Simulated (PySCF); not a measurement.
FH7N2Si2, SMILES N[SiH2]N[SiH2]F.

The structure is a stationary point at PBE-D3(BJ)/def2-SVP. This is a generated structure with no PubChem entry under its InChIKey; it may be hypothetical. Other conformers were not sampled.

These are PBE-D3(BJ)/def2-SVP (PySCF) values and carry that method's errors.

Frequencies are harmonic and unscaled.

Computed normal modes with their intensities:
```tsv
mode	ν (cm⁻¹)	IR (km/mol)	moving atoms (share of kinetic energy)
1	44	3.9	N 48 %, F 28 %, H 21 %
2	50	3.6	F 32 %, H 32 %, Si 25 %, N 11 %
3	179	4.7	H 48 %, Si 27 %, N 23 %
4	223	4.5	H 41 %, Si 28 %, N 24 %
5	260	3.6	H 50 %, Si 26 %, F 12 %, N 11 %
6	306	31.4	H 37 %, N 34 %, F 19 %, Si 10 %
7	397	233.0	H 73 %, N 25 %
8	458	75.5	H 63 %, N 34 %
9	504	6.9	H 80 %, Si 19 %
10	570	14.8	H 50 %, Si 38 %, N 9 %
11	691	53.6	H 62 %, N 20 %, Si 16 %
12	763	31.5	H 92 %
13	810	23.5	H 48 %, N 37 %, Si 13 %
14	818	26.2	F 41 %, H 30 %, Si 20 %, N 9 %
15	842	121.4	H 51 %, N 21 %, Si 18 %, F 10 %
16	869	134.1	H 77 %, Si 12 %, N 10 %
17	883	172.8	H 84 %, Si 10 %
18	896	185.4	H 81 %, N 10 %, Si 9 %
19	905	57.2	H 72 %, Si 14 %, N 14 %
20	926	52.8	H 65 %, N 25 %, Si 10 %
21	948	228.7	H 56 %, Si 30 %
22	1148	226.3	H 65 %, N 31 %
23	1496	36.8	H 90 %, N 10 %
24	2178	113.0	H 98 %
25	2192	108.0	H 97 %
26	2193	70.7	H 96 %
27	2212	151.3	H 96 %
28	3486	20.3	H 96 %
29	3490	27.9	H 93 %
30	3582	23.4	H 91 %, N 9 %
```
